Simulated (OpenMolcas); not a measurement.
## Ag3+ in K2NaGaF6: curves along the breathing mode

Ag3+ with its 6 nearest fluoride ions, on the Ga site of K2NaGaF6 (a = 8.246 Å, distance in the model lattice 1.938 Å). The rest of the host is ab initio model potentials to 7.6 Å, with orthogonalisation functions on the cations behind the ligands, and point charges beyond; the distance is set by hand and nothing relaxes. Ligand basis ANO-RCC-VDZP.

* Program: OpenMolcas 26.06
* Method: CASSCF
* Basis: ANO-RCC-VDZP [6s5p3d1f]
* Scalar Hamiltonian: DKH2, point nucleus
* Active space: 8 electrons in 5 orbitals (4d)
* State averaging: 2S+1 = 3 even, 10 roots; 2S+1 = 1 even, 15 roots
* Spin-orbit coupling: RASSI with atomic mean-field integrals over the reference wave functions

Spin-free energies (labels of O, the rotations of Oh) in cm-1 above the lowest fitted minimum, as all ligands move together:

```tsv
R (Å)	3A2	1E	3T2	1A1	3T1	1T2	1T1
1.884	6050	18680	33200	29700	41940	44250	48750
1.928	1420	13920	26160	24740	34720	37140	41640
1.973	10	12350	22590	22960	30960	33470	37990
2.017	1380	13550	22140	23980	30310	32890	37430
2.062	5230	17180	24360	27440	32320	34950	39530
2.106	11110	22810	28840	32930	36610	39240	43880
2.15	18900	30310	35410	40330	42970	45580	50310
```

Cubic fits give the following; the wavenumber is harmonic, with the mass of all moving ligands, small differences in it between states hang on the degree of the fit, a number in brackets counts states of one label, and the table is a selection of at most 14 states with clean curves.

```tsv
State	R0 (Å)	Breathing mode (cm-1)	Minimum (cm-1)
3A2	1.973	648	0
1E	1.975	643	12340
3T2	2.002	652	21940
1A1	1.978	642	22930
3T1	2.006	649	30170
1T2	2.005	647	32740
1T1	2.004	649	37270
3T1(2)	2.024	661	46830
1T2(2)	2.028	652	56340
1E(2)	2.027	656	57030
1A1(2)	2.031	638	73950
```

The minimum of 3T2 is shifted by +0.0297 Å against 3A2 (from the unrounded fits). With M = 114.0 u for the moving shell, the Huang-Rhys factor in this mode is S = M ω ΔR² / 2ħ = 0.01483 × 114.0 × 648 × 0.0297² = 0.97. Only the first shell moves, against a rigid host.

Without dynamic correlation the repulsion within the d shell is too large (B by tens of per cent), so at a given field states of lower spin stand too high. Real 4d8 and 5d8 ions are as a rule square planar and diamagnetic. With metal d orbitals alone the field can be off either way by tens of per cent. Ligand-to-metal charge-transfer states are missing. With no ligand orbital active B as a rule stays too high, so bands that hang on it stand too high and its fall with covalency is understated. The least metal-like active orbital is 72 % on the metal (Löwdin) and no ligand orbital is active, so the numbers are rough (holds for R = 1.884; R = 1.928; R = 1.973). The least metal-like active orbital is 71 % on the metal (Löwdin) and no ligand orbital is active, so the numbers are rough (holds for R = 2.017). The least metal-like active orbital is 70 % on the metal (Löwdin) and no ligand orbital is active, so the numbers are rough (holds for R = 2.062). The least metal-like active orbital is 69 % on the metal (Löwdin) and no ligand orbital is active, so the numbers are rough (holds for R = 2.106). The least metal-like active orbital is 67 % on the metal (Löwdin) and no ligand orbital is active, so the numbers are rough (holds for R = 2.15). No measured value stands beside these numbers.
